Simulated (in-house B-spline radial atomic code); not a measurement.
Sb. Computed with a B-spline radial atomic code. Model: non-relativistic spherical atom: semilocal Troullier-Martins pseudo-atom, one channel per l, against all electrons, high spin, G0W0 and RPA with empty states to l = 8, local potential for every l without a channel, a model core (radius 0 = none) keeps its share of the functional.

The core holds an angular momentum without a channel of its own, so the local potential lets valence electrons into it.

Without relativity these are model numbers for so heavy an element.

What the tables leave out is listed at the end.

The pseudopotential gives back the lowest level of each angular momentum of its own functional in the configuration it was made in; a second state of the same l is only approximately right. Exact exchange, RPA and GW see the smooth pseudo-orbitals and miss the exchange with the core, for which the functional's share stands in. The column with an uncorrelated core keeps all orbitals and exact exchange, and so separates missing core correlation from pseudisation. Only the three outermost levels and the lowest empty one were computed. RPA here is direct RPA, with no exchange kernel, and its energies carry an (l + 1/2)⁻⁴ tail. A hybrid on a potential with a model core restores only its own semilocal share of the core's exchange.

Command:
```bash
python run_psgw.py task.json out
```
Settings (lengths in bohr, energies in hartree):
```
Z                      51
electrons              51
configuration          [Kr] 4d10 5s2 5p3
generated_in           [Kr] 4d10 5s2 5p3
functional             pbe,pbe
core_shells            9
radius_factor          1.3
core_correction        True
```

Time taken, with all properties: 42 s on 1 thread of Arm Neoverse N1 (shared host).

Given: made with PBE; model core radius 1.668 bohr; local radius 2.648 bohr; mean-field start PBE.

Valence shells of the generating configuration: 5s, 5p.

Channel: s 2.567, p 3.106 (radii in bohr).

Computed: largest level miss in the spin-unpolarised generating configuration 0 eV; valence RPA correlation energy pseudo -0.20018 hartree; all-electron RPA polarisability, core included 39.804 bohr³; pseudo-atom RPA polarisability 41.059 bohr³.

| level | occupied | mean-field all-electron (eV) | mean-field pseudo minus all (eV) | G0W0 all-electron (eV) | G0W0 uncorrelated core minus all (eV) | G0W0 pseudo minus all (eV) | exchange self-energy all-electron (eV) | exchange self-energy pseudo (eV) |
| --- | --- | --- | --- | --- | --- | --- | --- | --- |
| 5p up | 1 | -5.5335 | 0.004 | -8.9157 | 0.23 | 0.096 | -14.638 | -12.412 |
| 5s down | 1 | -10.646 | -0.046 | -14.008 | 0.666 | 0.134 | -14.716 | -10.639 |
| 5p down (empty) | 0 | -3.6126 | -0.034 | -1.359 | 0.264 | -0.22 | -4.1799 | -2.0235 |

Question: What is the valence RPA correlation energy all-electron orbitals?

Answer: -0.16687 hartree.

Given: mean-field start PBE0.

Computed: valence RPA correlation energy all-electron orbitals -0.1505 hartree; valence RPA correlation energy pseudo -0.17793 hartree; all-electron RPA polarisability, core included 33.669 bohr³.

```csv
level,occupied,mean-field all-electron (eV),mean-field pseudo minus all (eV),G0W0 all-electron (eV),G0W0 uncorrelated core minus all (eV),G0W0 pseudo minus all (eV),exchange self-energy all-electron (eV),exchange self-energy pseudo (eV)
5p up,1,-6.5875,0.031,-9.1906,0.24,0.102,-14.681,-12.376
5s down,1,-11.48,0.23,-14.215,0.719,0.511,-14.529,-10.393
5p down (empty),0,-2.7105,-0.027,-1.1007,0.254,-0.148,-3.8437,-1.9151
```

Question: What is the pseudo-atom RPA polarisability?

Answer: 35.542 bohr³.

Among the listed levels the largest G0W0 shift of the pseudo-atom is +0.51 eV, for 5s down on the PBE0 start, while leaving the core uncorrelated moves that level by +0.72 eV. The rest, -0.21 eV, comes from pseudisation and the lost core exchange. Not in the tables (levels of low weight, unsolved or above zero; the highest and the empty levels are kept at any weight): on PBE the G0W0 levels 5s up (pseudo minus all +0.30 eV, weights 0.05 and 0.07); on PBE0 the G0W0 levels 5s up (pseudo minus all +3.34 eV, weights 0.14 and 0.08); no Hartree-Fock pseudo-atom is run with a model core.
